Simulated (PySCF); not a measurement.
A GIAO shielding run with PySCF 2.14 (density fitting, non-relativistic, gas phase) on SMILES CC[Si@@H](Cl)SCC(C)=S, C5H11ClS2Si:

```
$ OMP_NUM_THREADS=1 python probes_run.py task.json out

{"job": {"kind": "nmr", "xc": "PBE0", "basis": "pcSseg-1"}, "charge": 0, "multiplicity": 1}
C      3.926959    -0.081800    -0.684099
C      2.510430    -0.579980    -0.948494
Si     1.270632     0.069457     0.327278
Cl     1.150663     2.089030     0.278479
S     -0.648319    -0.768634    -0.180149
C     -1.705249     0.203970     0.982826
C     -3.110509    -0.276509     0.909803
C     -3.824280    -0.078523    -0.376585
S     -3.807075    -0.978768     2.196907
H      3.966354     1.004259    -0.716136
H      4.272083    -0.404017     0.295221
H      4.615666    -0.468712    -1.432013
H      2.504384    -1.670142    -0.939483
H      2.204421    -0.279224    -1.952898
H      1.575501    -0.323134     1.699404
H     -1.302944     0.079997     1.986683
H     -1.628351     1.246490     0.668922
H     -3.239539    -0.516037    -1.186412
H     -3.926017     0.987174    -0.586634
H     -4.809960    -0.533859    -0.345655
```

Hardware: 1 thread of an Arm Neoverse V1, shared host. The job also computes population analyses, field gradients.

(1) How large is the calculation?

(2) How long does it take, and how much memory does it need?

Results:

(1) 104 electrons, 236 basis functions and 1317 auxiliary functions.

(2) 61 s of wall time, with 14 SCF cycles and 5 response iterations; peak memory 1 GiB. Times on a shared host scatter by some tens of per cent.
